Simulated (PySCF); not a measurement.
Constitutional and geometric isomers with formula CH2N2Si. Gas-phase values, no solvent. Strings in code marks are SMILES.

The S1 excitation (TDA) from two functionals at the same geometries (CAM-B3LYP-D3(BJ)/def2-TZVP), both in PySCF: PBE-D3(BJ)/def2-TZVP and TPSSh-D3(BJ)/def2-TZVP. Excitations are Tamm–Dancoff values on a coarser integration grid. The basis has no diffuse functions, so Rydberg states are missing or too high.

```json
[
 {"species": "`N#CN=[SiH2]`", "TPSSh-D3(BJ)/def2-TZVP (eV)": "2.96"},
 {"species": "`N(/[H])=[si]1/nc1`", "TPSSh-D3(BJ)/def2-TZVP (eV)": "3.54"},
 {"species": "`[H]/N=[SiH]/C#N`", "TPSSh-D3(BJ)/def2-TZVP (eV)": "3.86"}
]
```

Problem. What does PBE-D3(BJ)/def2-TZVP give for each?

Solution. 
- `N#CN=[SiH2]`: 2.68
- `N(/[H])=[si]1/nc1`: 3.26
- `[H]/N=[SiH]/C#N`: 3.57
Over these rows, drawn at random from the members with no instability flagged (it was tested for open shells, ions and some series alone), PBE minus TPSSh-D3(BJ): mean -0.29 eV, from -0.29 eV to -0.28 eV.
